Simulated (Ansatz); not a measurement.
```yaml
atoms:
  - { symbol: V, position_ang: [0.0000, 0.0000, 0.0000] }
  - { symbol: O, position_ang: [0.0000, 0.0000, 2.3840] }
```

Basis set: pcseg-2 (spherical functions). Charge 0, multiplicity 4.

Computed with Ansatz (development build ahead of 0.2.0); each method stands on the lowest determinant of its kind that the runs found.

Question: Give the atomization energy at this shape (free ground-state atoms in the same class of orbitals less the molecule, no zero-point energy) of quartet VO by PBE (unrestricted), PBE0 (unrestricted).

Answer:

```
             method  atomization energy
 PBE (unrestricted)      93.48 kcal/mol
PBE0 (unrestricted)      70.50 kcal/mol
```

Caution: a free atom is spin contaminated; another spin multiplicity may lie lower; the unrestricted determinant is a mixture of spin states.

The shape needn't be a minimum at these levels.
